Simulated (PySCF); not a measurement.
# Ge(2+) (germanium, charge +2): UHF calculation

Configuration: [Ar] 3d10 4s1 4d1, high-spin 3D determinant (an excited configuration). Computed with PySCF 2.14 in dyall-av2z (16s12p8d, 92 functions), with the non-relativistic Hamiltonian (point nucleus).

| Property | Result |
| --- | --- |
| Total energy | -2073.836099 hartree |
| One-electron energy | -2865.9646 hartree |
| Hartree (Coulomb) energy | 869.0387 hartree |
| Exchange energy | -76.9103 hartree |
| Kinetic energy | 2073.84987 hartree |
| ⟨S²⟩ | 2.0002 |
| ⟨L²⟩ | 6.000 |
| Sum of ⟨r⟩ | 19.55 bohr |
| Sum of ⟨r²⟩ | 30.22 bohr² |
| Traceless quadrupole moment −½Σ⟨3z² − r²⟩ along its main axis | 4.34 e·bohr² |
| Density at the nucleus (Gaussians lack the cusp) | 22200 bohr⁻³ |
| Spin density at the nucleus | 14.2 bohr⁻³ |
| Langevin diamagnetic susceptibility | -23.9 ×10⁻⁶ cm³/mol |

```
shell  electrons  mean orbital energy (hartree)  spread (hartree)  rms radius, mean of both spins (bohr)
 1s α          1                     -406.19362                 0                                 0.0554
 1s β          1                     -406.18628                 0                                 0.0554
 2s α          1                      -53.08200                 0                                  0.231
 2s β          1                      -53.07120                 0                                  0.231
 2p α          3                      -47.16818           0.00018                                  0.205
 2p β          3                      -47.16366           0.00262                                  0.205
 3s α          1                       -8.12467                 0                                  0.678
 3s β          1                       -8.09916                 0                                  0.678
 3p α          3                       -6.09124           0.00273                                  0.705
 3p β          3                       -6.08057           0.00550                                  0.705
 3d α          5                       -2.56577           0.01391                                  0.799
 3d β          5                       -2.55574           0.00671                                  0.799
 4s α          1                       -1.33609                 0                                   2.09
 4d α          1                       -0.49601                 0                                   3.90
```

The outer electron is Rydberg-like, and this basis confines it to a smaller radius and binds it less than a complete one would.

Spin-orbit constants ζ (cm⁻¹) from the X2C one-electron operator on these orbitals (non-relativistic here): bare nucleus, nucleus screened by l(l+1)(2l+1)/3 electrons, and screened by the Breit-Pauli mean field of the electrons.

| shell | bare | screened nucleus | mean field |
| --- | --- | --- | --- |
| 2p | 167000 | 156500 | 151600 |
| 3p | 21900 | 20530 | 19730 |
| 3d | 2646 | 1819 | 1683 |
| 4d | 83.67 | 57.52 | 50.88 |

To first order the Landé constant is A = 25.44 cm⁻¹, so the lowest level has J = 1 and lies 0.00946 eV below the centre of the term. This holds in LS coupling only.
